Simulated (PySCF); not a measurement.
## Working out the excitation energy of Ar²⁺

Ar²⁺ [Ne] 3s2 3p4 (3P) → Ar²⁺ [Ne] 3s2 3p3 4s1 (5S). All numbers are calculated (PySCF 2.14, the non-relativistic Hamiltonian (point nucleus), in aug-cc-pwCVDZ (6s5p3d, 36 functions)). Frozen: [Ne]. Energies in hartree (1 hartree = 27.21139 eV):

```csv
part,Ar²⁺ (lower),Ar²⁺ (upper)
UHF,-525.292063,-524.523516
CCSD correlation,-0.122075,-0.118249
(T),-0.001613,-0.001790
```

Task: What does Hartree-Fock give?

Result: (-524.523516) − (-525.292063) = 0.768547 hartree = 20.913 eV.

Task: What do CCSD and CCSD(T) give?

Result: The CCSD correlation energies differ by 0.003826 hartree = 0.104 eV and the triples by -0.000177 hartree = -0.005 eV, so CCSD gives 21.017 eV and CCSD(T) 21.012 eV.

A double-zeta basis recovers only part of the correlation energy.
